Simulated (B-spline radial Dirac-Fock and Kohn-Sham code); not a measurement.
# Ionisation of each subshell: Sm⁺

System: Sm⁺ in the configuration [Xe] 4f6 6s1; nuclear rms radius 5.0819 fm (A = 152).

Method: Dirac-Fock energy differences between relaxed states, corrected for Breit and QED terms. Computed with a radial B-spline solver. No correlation. Energies are counted from the vacuum level. Subshells whose hole state is unreliable or did not converge are left out.

All terms are in eV, carry their sign (relaxation lowers the binding energy) and add up to the binding energy; ⟨r⟩ is the mean radius of the orbital in the initial state.

```
subshell  −ε (Koopmans)  relaxation    Breit     QED  binding energy  ⟨r⟩ (bohr)
      1s        47114.3      -76.96  -128.14  -66.11         46843.1       0.023
      2s         7818.5      -44.15   -13.20   -8.88          7752.3       0.096
   2p1/2         7392.2      -48.08   -21.98    0.39          7322.5       0.081
   2p3/2         6787.6      -46.13   -14.07   -0.59          6726.8       0.087
      3s         1766.8      -23.45    -2.18   -1.95          1739.2       0.254
   3p1/2         1582.9      -24.14    -3.80    0.06          1555.1       0.244
   3p3/2         1457.9      -23.26    -2.21   -0.13          1432.3       0.256
   3d3/2         1143.4      -25.25    -1.46    0.17          1116.8       0.228
   3d5/2         1116.6      -24.91    -0.84    0.10          1090.9       0.232
      4s          378.0       -9.96    -0.42   -0.44           367.2       0.579
   4p1/2          305.5       -9.62    -0.73    0.02           295.2       0.595
   4p3/2          277.9       -9.03    -0.37   -0.02           268.4       0.622
   4d3/2          157.1       -8.30    -0.16    0.04           148.7       0.667
   4d5/2          152.1       -8.09    -0.04    0.03           144.0       0.677
      4f          17.13       -5.24     0.10    0.02           12.01       0.957
   5p1/2          37.69       -1.51    -0.08    0.01           36.11       1.612
   5p3/2          33.92       -1.33    -0.03    0.00           32.56       1.702
      6s          10.29       -0.03     0.00   -0.01           10.25       4.140
```

For the deepest level, K (1s), the Breit terms make up -0.274 % of the binding energy, QED -0.141 % and orbital relaxation -0.164 %.

Going to the tabulated ground configuration of the next ion removes an electron from P1 (6s), computed at 10.25 eV. NIST lists 11.078 ± 0.02 eV as the ionisation energy of this species (semi-empirical), +0.83 eV from the computed value. Where a p, d or f shell is open in either ion the computed value averages over both j values and all terms, while the table refers to the lowest levels; that difference holds spin-orbit splitting (largest in heavy or highly charged ions), term energies where several electrons share open shells, and correlation, and it can reach 10 % or more.
